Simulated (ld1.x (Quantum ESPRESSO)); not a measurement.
**What one change does to a pseudopotential (tellurium (Te), TM semilocal)**

```
Element                 : tellurium
Generator               : ld1.x (Quantum ESPRESSO) 7.5
Type                    : norm-conserving Troullier–Martins (semilocal form)
Functional              : PBE
Relativity              : scalar-relativistic
Frozen core             : [Kr] 4d10
Valence charge          : 6
Reference configuration : 5s2 5p4
Partial waves           : 5s (bound): rc 1.35 bohr; 5p (bound): rc 2.05 bohr
Local potential         : the p channel
Core correction         : a·sin(br)/r model core, default radius (core density twice the valence density)
```

Change: core correction none.

Cutoffs: the cutoffs (Ry, on a coarse ladder) from which the occupation-weighted sum of valence levels, in a spherical-Bessel basis at the reference potential, stays within 10 and 1 mRy of its value at 400 Ry; they do not see the model core or the augmentation charge, which bear on the density cutoff. Errors are all-electron minus pseudo energies relative to the spin-unpolarised reference configuration.

Problem. How do hardness, ghosts and transferability respond?

Solution. The potential gets neither clearly harder nor softer (70 Ry and 200 Ry → 70 Ry and 200 Ry); of the 7 tests that both files solve, the error grows in 1 and shrinks in 3 by more than 15 % and 0.3 meV (median size 14.2 → 2.1 meV); neither file shows a bound ghost. The default core radius of the base comes out at 1.51 bohr. A semilocal file is local in each channel, so a ghost entry of none says nothing of the separable form that plane-wave codes build from it.

```tsv
quantity	base	changed
cutoff, loose	70 Ry	70 Ry
cutoff, tight	200 Ry	200 Ry
bound ghosts	none	none
error for 5s2 5p3, meV [ΔE 9.73 eV]	-2.8	-2.1
error for 5s2 5p2, meV [ΔE 27.65 eV]	-14	-2.1
error for 5s2 5p1, meV [ΔE 54.55 eV]	-50	+23
error for 5s2 5p3.5, meV [ΔE 3.90 eV]	-1.0	-0.9
error for 5s2 5p4.3, meV [ΔE -1.47 eV]	+0.4	+0.5
error for 5s1 5p5, meV [ΔE 9.25 eV]	-20	+17
error for 5s0 5p6, meV [ΔE 18.70 eV]	-93	+148
s: phases at 2.24 bohr within 0.05 rad from the reference energy up to (Ry; the scan ends near 5)	0.3	0.3
p: phases at 2.24 bohr within 0.05 rad from the reference energy up to (Ry; the scan ends near 5)	4.3	4.3
```
